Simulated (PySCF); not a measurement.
# Two-component Hartree-Fock for Ti²⁺ (titanium, charge +2)

Start: [Ar] 3d2; 3d5/2 filled at m_j = +3/2, +5/2. Calculated with PySCF 2.14 in x2c-TZVPall-2c (6s7p4d1f, 54 functions): generalised Hartree-Fock with the X2C-1e Hamiltonian and a Gaussian nucleus; one run each with spin-orbit coupling (SO) switched off, then screened by Boettger's factors. This is a chosen level, not necessarily the ground level.

```tsv
spinor shell	electrons	ε, spin-free (eV)	ε, screened SO (eV)	weight of nominal j (screened SO)	rms radius, screened SO (bohr)
1s1/2	2	-5033.9	-5033.8	1.000	0.0804
2s1/2	2	-604.90	-604.90	1.000	0.350
2p1/2	2	-500.68	-504.53	0.996	0.318
2p3/2	4	-500.68	-498.81	0.998	0.321
3s1/2	2	-94.685	-94.693	1.000	1.08
3p1/2	2	-64.706	-63.602	0.708	1.18
3d5/2	2	-27.702	-27.691	0.897	1.56
```

Problem. Where does 3p3/2 lie, and what is the 3p spin-orbit splitting (screened SO)?

Solution. At -65.274 eV, -1.672 eV above 3p1/2.

| quantity | spin-free | screened SO |
| --- | --- | --- |
| E (hartree) | -852.04987 | -852.05545 |
| M_J | 4 | 4 |
| ⟨J²⟩ | 20.004 | 20.004 |
| ⟨L²⟩ | 12.004 | 12.005 |
| ⟨S²⟩ | 2.000 | 2.001 |

Each row is a mean over spinors that exchange with the open shell spreads, by up to 7.518 eV (3p3/2).

Rows whose weight is well below 1 are mixtures of j = l ± 1/2: exchange outweighs spin-orbit coupling there, and the label is only the starting occupation.

Without spin-orbit coupling the j labels of p, d and f shells carry no meaning; the spin-free column gives the mean over the occupied spinors of each nl shell.
